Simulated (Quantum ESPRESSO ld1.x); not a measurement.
Task: The mean radii <r> (bohr) of the occupied orbitals of an atom or ion are listed with their occupations. All-electron calculation, scalar-relativistic Kohn-Sham, PBE, spin-unpolarised, spherical densities, point nucleus. Program: ld1.x of Quantum ESPRESSO 7.5.

orbital  occ.      <r>
1s          2  0.04410
2s          2   0.1949
2p          6   0.1702
3s          2   0.5130
3p          6   0.5075
4s          2    1.062

Name the element and its charge.

Result: Z = 34, selenium, charge +14: Se14+ in [Ar] 4s2. The 1s radius gives Z: for a bare nucleus <r> = (2 gamma + 1)/(2Z) with gamma = sqrt(1 - (Z/c)^2), 0.0432 bohr for Z = 34, and screening makes it slightly larger (0.04410 here). The occupations add up to 20, and the charge is Z minus that.
